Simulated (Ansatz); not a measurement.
Geometry optimisation, RKS B3LYP-D4/def2-SVP in Ansatz.

input.yaml

```yaml
crystal:
  periodic: [false, false, false]
  atoms:
    - { symbol: Zn, position_ang: [-0.454269, -0.712586, -0.957054] }
    - { symbol: O, position_ang: [0.237931, -1.673731, 0.460964] }
    - { symbol: O, position_ang: [-1.241766, 0.090898, -2.323453] }
    - { symbol: H, position_ang: [0.922121, 0.227637, 1.487052] }
    - { symbol: S, position_ang: [0.912559, 1.584753, 1.401063] }
    - { symbol: H, position_ang: [0.970863, -2.238187, 0.176651] }
    - { symbol: H, position_ang: [-1.10161, 1.047122, -2.337465] }
    - { symbol: H, position_ang: [-0.245827, 1.673991, 2.092343] }
basis:
  gaussian: { orbitals: def2-SVP }
hamiltonian:
  xc: b3lyp
  dispersion: d4
relax:
  f_tol: 0.03
  max_steps: 50
output:
  orbitals: {}
```

Run as:

```bash
$ ansatz run input.yaml --threads 2 --pin off --max-ram 3072MiB --backend cpu --events-out ev --progress --plain --runs-dir out
```

Question: Where does it end, and by what steps?

Answer: It converged. The force dipped under the threshold on the way, but the program's further checks kept it going. After 12 steps the energy has fallen by 0.170 eV; H8 moved furthest, 0.42 Å. Joined: Zn1–S5.

```csv
step,energy less start (eV),largest force component (eV/Å),accepted
0,0.0000,0.965,yes
1,-0.0921,0.466,yes
2,-0.1298,0.279,yes
3,-0.1432,0.536,yes
4,-0.1476,0.545,yes
5,-0.1577,0.302,yes
6,-0.1519,0.353,no
7,-0.1659,0.066,yes
8,-0.1678,0.147,yes
9,-0.1617,0.825,no
10,-0.1693,0.026,yes
11,-0.1676,0.399,no
12,-0.1697,0.018,yes
```

```xyz
8
Properties=species:S:1:pos:R:3
Zn -0.251 -0.439 -0.751
O 0.561 -1.469 0.501
O -1.179 0.172 -2.151
H 1.051 0.162 1.357
S 0.710 1.464 1.084
H 0.648 -2.416 0.344
H -1.128 1.134 -2.221
H -0.413 1.392 1.836
```

Whether the end is a true minimum wasn't checked by a vibrational analysis.

Run time: 36 s on 2 threads of Arm Neoverse V1, with other jobs on the host, peak memory 0.21 GiB.
